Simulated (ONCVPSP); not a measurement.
## Logarithmic derivatives: cerium, ONCV

cerium, optimised norm-conserving Vanderbilt (ONCV), made with ONCVPSP 4.0.1 (PBEsol, scalar-relativistic). Core [Kr] 4d10, reference 4f1 5s2 5p6 5d1 6s1 (charge +1). Waves: 5s+6s: rc 2.35 bohr, ncon 4, nbas 8, qcut 5.9 1/bohr, 2 projectors; 5p: rc 1.85 bohr, ncon 3, nbas 6, qcut 3.9 1/bohr, 2 projectors, debl 1.8 Ha; 5d: rc 2.85 bohr, ncon 4, nbas 8, qcut 5.1 1/bohr, 1 projector; 4f: rc 0.90 bohr, ncon 4, nbas 8, qcut 11.2 1/bohr, 2 projectors, debl 2.4 Ha. Local part: polynomial inside 0.65 bohr (lpopt 1, dvloc0 -1 Ha). Core correction: Teter function fitted to the true core (icmod 2), fcfact 0.5.

The phase is arctan(r·R′/R) of the radial function R(r), unwrapped; energies in Ha, scanned from -3 to 5 Ha. A pole is an energy at which the radial function vanishes at the test radius. The pseudo phase is shifted by a multiple of π to meet the all-electron one at the reference energy, and phase errors are pseudo minus all-electron; the curves can meet again beyond the range given. Levels narrower than the energy grid can be missing from the lists of poles. Where the grid stepped over a known ghost or core level, its pole and its step of π were put in at the level’s energy.

**Question.** For each channel, where are the poles, and over which energies does the pseudopotential scatter like the atom?

**Answer.**

```tsv
channel	radius (bohr)	reference energy (Ha)	poles, all-electron	poles, pseudo	unbroken range about the reference energy with phases within 0.05 rad	phase error 1 Ha above the reference energy (rad)
s	2.39	-0.31	-1.46, 3.24	-1.46, 2.62, 3.69	below 2.6	-0.005
p	1.88	-1.07	0.54	0.54	below 3.4	-0.000
d	2.89	-0.32	0.15, 3.18	-2.69, 0.14, 2.98	-2.7 to 1.0	-0.009
f	0.91	-0.42	3.71	3.71	the whole range	+0.000
```

Note: ghosts flagged at negative energy: s at -635.0 eV, p at -209.1 eV, d at -73.3 eV; GHOST(+) flagged for s at 76.2 eV. A true bound ghost makes a file unfit for plane-wave use.

Phases in the f channel:

| E (Ha) | all-electron | pseudo |
| --- | --- | --- |
| -2.98 | 0.383 | 0.382 |
| -2.54 | 0.165 | 0.164 |
| -2.10 | -0.094 | -0.094 |
| -1.66 | -0.367 | -0.367 |
| -1.22 | -0.619 | -0.619 |
| -0.78 | -0.828 | -0.828 |
| -0.34 | -0.992 | -0.992 |
| 0.10 | -1.118 | -1.118 |
| 0.54 | -1.217 | -1.217 |
| 0.98 | -1.295 | -1.295 |
| 1.42 | -1.359 | -1.359 |
| 1.86 | -1.412 | -1.412 |
| 2.30 | -1.458 | -1.458 |
| 2.74 | -1.497 | -1.497 |
| 3.18 | -1.532 | -1.532 |
| 3.62 | -1.565 | -1.565 |
| 4.06 | -1.595 | -1.595 |
| 4.50 | -1.623 | -1.623 |
| 4.94 | -1.651 | -1.651 |
